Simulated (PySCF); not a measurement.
SCF from a fresh guess for doublet [RuO2]+, at the PBE0 minimum. PySCF input:

```python
from pyscf import gto, scf, dft
mol = gto.M(atom='''
Ru     0.155570    -0.000000     0.000000
O     -0.495570     1.493550     0.000000
O     -0.495570    -1.493550    -0.000000''',
    basis={'Ru': 'def2-TZVP', 'O': 'def2-TZVP'},
    ecp={'Ru': 'def2-TZVP'},
    charge=1, spin=1)
mf = dft.UKS(mol, xc='PBE0')
mf.grids.atom_grid = (50, 194)
aux = {'Ru': 'def2-universal-JKFIT', 'O': 'def2-universal-JKFIT'}
mf = mf.density_fit(auxbasis=aux)
mf.conv_tol = 1e-08
mf.diis_space = 10
mf.max_cycle = 60
mf.init_guess = 'minao'
mf.verbose = 4
mf.kernel()
```

Excerpt of the output (cycles alone):

```
init E= -237.477220276301
cycle= 1 E= -244.756455474296  delta_E= -7.28  |g|= 0.426  |ddm|= 3.09
cycle= 2 E= -244.538708146462  delta_E= 0.218  |g|= 0.897  |ddm|= 0.59
cycle= 3 E= -244.764519787518  delta_E= -0.226  |g|= 0.406  |ddm|= 0.474
cycle= 4 E= -244.821009850885  delta_E= -0.0565  |g|= 0.0211  |ddm|= 0.185
cycle= 5 E= -244.821328025463  delta_E= -0.000318  |g|= 0.0113  |ddm|= 0.0278
cycle= 6 E= -244.821428808599  delta_E= -0.000101  |g|= 0.00476  |ddm|= 0.0138
cycle= 7 E= -244.821472106988  delta_E= -4.33e-05  |g|= 0.00175  |ddm|= 0.012
cycle= 8 E= -244.821486222142  delta_E= -1.41e-05  |g|= 0.000759  |ddm|= 0.00856
cycle= 9 E= -244.821488507708  delta_E= -2.29e-06  |g|= 0.000236  |ddm|= 0.00364
cycle= 10 E= -244.821488701997  delta_E= -1.94e-07  |g|= 0.00011  |ddm|= 0.000827
cycle= 11 E= -244.821488739947  delta_E= -3.8e-08  |g|= 2.67e-05  |ddm|= 0.000404
cycle= 12 E= -244.821488743276  delta_E= -3.33e-09  |g|= 6.08e-06  |ddm|= 0.000147
Extra cycle  E= -244.821488743247  delta_E= 2.84e-11  |g|= 1.57e-05  |ddm|= 1.25e-05
converged SCF energy = -244.821488743247  <S^2> = 0.7564347  2S+1 = 2.0064244
```

This is not the lowest solution: another start and a stability analysis within the same unrestricted form found one 1.5 kJ/mol lower, at -244.82204 Eh.

Open d and f shells are described by one determinant, and the ground state may have another occupation or spin.

The search for the lowest solution, 3 starts and the stability check together, took 5.1 s on 4 threads of a shared AMD EPYC 9B45 (Zen 5) host, with 102 basis functions; the process peaked at 0.47 GiB.
